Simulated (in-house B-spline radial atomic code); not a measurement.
Configurations of Cd3+, with energies counted from [Kr] 4d9. All numbers are computed (scalar-relativistic (X2C) RPBE, spin-polarised, spherical fractional occupations; Fermi nucleus of rms radius 4.6087 fm) with a B-spline radial code for spherical atoms, not measured. Shells without spins written out take the highest spin.

Occupations are held fixed; configurations that lie above the ionisation limit could autoionise.

| configuration | E - E(ref) (eV) | highest orbital | its <r> (bohr) |
| --- | --- | --- | --- |
| [Kr] 4d(4 up, 4 down) 5s(0 up, 1 down) | 14.93 | 5s down | 2.221 |
| [Kr] 4d8 5f1 | 42.781 | 5f up | 6.277 |
| [Ar] 3d10 4s2 4p(3 up, 2 down) 4d(4 up, 5 down) 5d(0 up, 1 down) | 91.675 | 5d down | 3.513 |
| [Ar] 3d10 4s2 4p5 4d9 5f1 | 100.27 | 5f up | 6.221 |
| [Ar] 3d10 4s2 4p(3 up, 2 down) 4d(4 up, 5 down) 5f(1 up, 0 down) | 101.28 | 5f up | 6.292 |
| [Ar] 3d9 4s2 4p6 4d9 5s1 | 410.11 | 5s up | 2.191 |
| [Ar] 3d9 4s2 4p6 4d9 4f1 | 434.69 | 4f up | 3.629 |

Order these further configurations by energy, lowest first.
A. [Kr] 4d8 5d1
B. [Ar] 3d9 4s2 4p6 4d9 5d1
C. [Ar] 3d(5 up, 4 down) 4s2 4p6 4d(5 up, 4 down) 5p(0 up, 1 down)
D. [Ar] 3d9 4s2 4p6 4d10
E. [Ar] 3d9 4s2 4p6 4d9 5f1

A (33.231 eV), D (393.93 eV), C (418.97 eV), B (429.67 eV), E (439.43 eV).

How far above the reference does [Ar] 3d10 4s2 4p5 4d9 5d1 lie?

90.703 eV; its least bound orbital is 5d up with <r> = 3.501 bohr.

How far above the reference does [Ar] 3d10 4s2 4p5 4d9 4f1 lie?

95.473 eV; its least bound orbital is 4f up with <r> = 3.575 bohr.
